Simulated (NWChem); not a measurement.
Species: SiCl cation, singlet

```xyz
2

Si     0.0000     0.0000    -1.0800
Cl     0.0000     0.0000     0.8942
```
Atoms are numbered in this order, from 1.

Computed with NWChem. Geometry optimised at PBE0/def2-SVP; all other runs use it. Pople sets run with spherical d functions. Low-valent species are run as closed-shell singlets; no triplet was tried in these runs. Vzz has the sign of the potential's second derivative.

```csv
quantity,level,value
"isotropic polarisability (bohr³), static",B3LYP/def2-SVPD,31.8
Vzz Cl2 (a.u.),B3LYP/cc-pVTZ,?
"vertical, lowest state with f > 0.02, singlet (eV)","B3LYP/def2-SVPD, full TDDFT",5.48
"first state with f > 0.002 (eV), Cl K edge, unshifted","B3LYP/6-311G**, TDA",?
highest harmonic frequency (cm⁻¹),PBE0/def2-SVP,670
```

Question: Complete the blanks.

Answer: 
- Vzz Cl2 (a.u.), value: 0.642
- first state with f > 0.002 (eV), Cl K edge, unshifted, value: 2763.1
